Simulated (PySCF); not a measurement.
Bonds: Ga1-C4 1.969 Å, C4-Si5 1.878 Å. Ga1 carries H2, H3; C4 carries H6, H7; Si5 carries H8, H9, H10.

Geometry: PBE0-D3(BJ)/def2-SVP; GIAO shifts from PySCF, gas phase, non-relativistic, averaged over equivalent atoms.

At PBE0/pcSseg-1 (pcSseg-2 on Ga) (139 basis functions, 11 s wall time on 1 thread of an Arm Neoverse V1, shared host):
```json
{"atoms": "Ga1", "δ (ppm)": "704.2"}
{"atoms": "H2/H3", "δ (ppm)": "6.32"}
{"atoms": "H8/H9/H10", "δ (ppm)": "4.06"}
{"atoms": "H6/H7", "δ (ppm)": "0.59"}
{"atoms": "C4", "δ (ppm)": "-0.1"}
{"atoms": "Si5", "δ (ppm)": "-79.2"}
```

Shifts are taken against calculated references (same method and geometry level): $^{71}$Ga (1817.03 ppm) against [Ga(H2O)6]3+; TMS for $^{1}$H (31.27 ppm) and $^{13}$C (184.41 ppm) and $^{29}$Si (351.99 ppm).

Task: Estimate the result of repeating the calculation with PBE/pcSseg-1 (pcSseg-2 on Ga).

Result: 
```json
{"atoms": "Ga1", "δ at PBE/pcSseg-1 (pcSseg-2 on Ga)": "734.7", "change": "+30.5"}
{"atoms": "H2/H3", "δ at PBE/pcSseg-1 (pcSseg-2 on Ga)": "6.69", "change": "+0.37"}
{"atoms": "H8/H9/H10", "δ at PBE/pcSseg-1 (pcSseg-2 on Ga)": "4.15", "change": "+0.09"}
{"atoms": "H6/H7", "δ at PBE/pcSseg-1 (pcSseg-2 on Ga)": "0.85", "change": "+0.26"}
{"atoms": "C4", "δ at PBE/pcSseg-1 (pcSseg-2 on Ga)": "3.9", "change": "+4.0"}
{"atoms": "Si5", "δ at PBE/pcSseg-1 (pcSseg-2 on Ga)": "-85.8", "change": "-6.6"}
```

References, each an isolated molecule treated in the same way: [Ga(H2O)6]3+ for $^{71}$Ga (1747.17 ppm); $^{1}$H (31.20 ppm) and $^{13}$C (180.03 ppm) and $^{29}$Si (334.61 ppm) against TMS.

The largest change is at Ga1 (Ga bonded to C, 2 H). Cost: 139 basis functions, 13 s wall time on 1 thread of an Arm Neoverse V1, shared host.

Relativistic effects, spin–orbit coupling among them, are left out; they matter for Ga and for the light atoms bonded to it.
